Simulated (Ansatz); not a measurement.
Computed with Ansatz on PBE0-D4/def2-TZVP structures; ΔE is electronic, products minus reactants. CBS: MP2 limit from def2 TZ/QZ plus the TZ coupled-cluster correction, frozen cores. This one scheme is used for every species. Functionals use def2-TZVPP. B3LYP here is the variant with VWN-RPA as its local correlation; programs differ in this. Triplets are unrestricted, without spin–orbit coupling. Each species was taken in one conformer, which may not be the lowest.

Reaction (formal loss of a carbene): `O=CCB(F)F` → `O=CB(F)F` + `[CH2]` (triplet)

```
          level  ΔE (eV)
      r2SCAN-D4     4.96
       B3LYP-D4     5.04
         r2SCAN     4.95
CCSD/def2-TZVPP     4.87
```

Q: What does CCSD(T)/CBS give? (An estimate is asked.)

A: Computed: +5.11 eV. The listed levels differ from it by -0.15, -0.07, -0.16, -0.24 eV.

Largest T1 diagnostic among the species: 0.015.

In def2-TZVPP, CCSD(T) changes the Hartree–Fock value by +1.36 eV (the triples alone add +0.11 eV) and MP2 by +1.52 eV. The D4 term adds +0.09 eV with B3LYP and +0.05 eV with PBE0; it sums over pairs of atoms, weighted by their polarisabilities, and B3LYP, whose exchange is more repulsive, gets the larger term. From PBE to PBE0 (25 % exact exchange), in def2-TZVPP and without D4, ΔE moves by −0.07 eV.
